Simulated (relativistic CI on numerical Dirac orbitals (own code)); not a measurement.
**Spin-allowed bands of a d2 ion in an octahedral site, by hand**

Problem. Take Δ = 15700 cm⁻¹ and B = 770 cm⁻¹ for a d2 ion in an octahedral site. Calculate the three spin-allowed bands.

Working.
1. The terms of highest spin are 3F (energy 0) and 3P (15B = 11550 cm⁻¹). Here the F term splits into A2 at +1.2Δ = 18840, T2 at +0.2Δ = 3140 and T1 at −0.6Δ = -9420 cm⁻¹.
2. The two T1 states mix through the element 0.4Δ: H = [[-9420, 6280], [6280, 11550]], with roots ½(H₁₁ + H₂₂) ∓ ½√[(H₂₂ − H₁₁)² + 4H₁₂²] = ½(2130) ∓ ½(24444) = -11157 and 13287 cm⁻¹.
3. The ground term is 3T1 at -11157 cm⁻¹.
4. Bands: 3T2 14297 cm⁻¹ (699 nm), 3T1(P) 24444 cm⁻¹ (409 nm), 3A2 29997 cm⁻¹ (333 nm).

Check. Exact diagonalisation of the whole d2 shell with these parameters gives 3T2 14297, 3T1 24444, 3A2 29997 cm⁻¹. The match is exact, since without spin-orbit coupling no other term has this spin. The ratio of the second band to the first, 1.710, depends on Δ/B = 20.4 alone, which is how a Tanabe-Sugano diagram is read.
